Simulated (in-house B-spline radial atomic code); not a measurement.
# Ionising Co⁷⁺ with different functionals

Computed with a B-spline radial code for spherical atoms: four-component Dirac-Coulomb Hamiltonian, Fermi nucleus of rms radius 3.7875 fm, spin-restricted, spherical fractional occupations for the functionals, and exact exchange of hybrids averaged over the configuration. The ionisation energy is the difference of two self-consistent energies, [Ar] 3d2 → [Ar] 3d1, without Breit or QED terms; ε is the level of the shell that loses the electron (mean over j). The electron is taken from both j subshells in proportion to 2j + 1, so the result is a j average, not the step between ground levels.

```json
{"method": "B97-1", "rung": "global hybrid", "ΔSCF (eV)": "?", "-ε(3d) (eV)": "?"}
{"method": "B3LYP", "rung": "global hybrid", "ΔSCF (eV)": "156.02", "-ε(3d) (eV)": "144.84"}
{"method": "HSE06", "rung": "range-separated hybrid", "ΔSCF (eV)": "?", "-ε(3d) (eV)": "?"}
{"method": "CAM-B3LYP", "rung": "range-separated hybrid", "ΔSCF (eV)": "155.96", "-ε(3d) (eV)": "146.85"}
```

(1) What does B97-1 give?

(2) What does HSE06 give?

(3) Among the functionals, which spreads more, the ΔSCF values or the orbital energies?

(4) How do they compare with the NIST value?

Results:

(1) ΔSCF 155.86 eV, and -ε(3d) = 144.85 eV.

(2) ΔSCF 155.82 eV, and -ε(3d) = 145.02 eV.

(3) The orbital energies: ΔSCF values span about 0.20 eV and the orbital energies 2.01 eV; here energy differences depend much less on the functional than eigenvalues do.

(4) NIST lists 157.8 eV ± 0.6 (semi-empirical, ground level to ground level). Errors run from -1.98 to -1.78 eV. The correlated functionals all miss on the same side by more than they spread, so the cause is common to them (Breit-QED terms, spin polarisation, the choice among j levels, multiplet and fine-structure energies, or a listed next ion that isn't the cheapest removal here) and closeness doesn't rank the functionals.
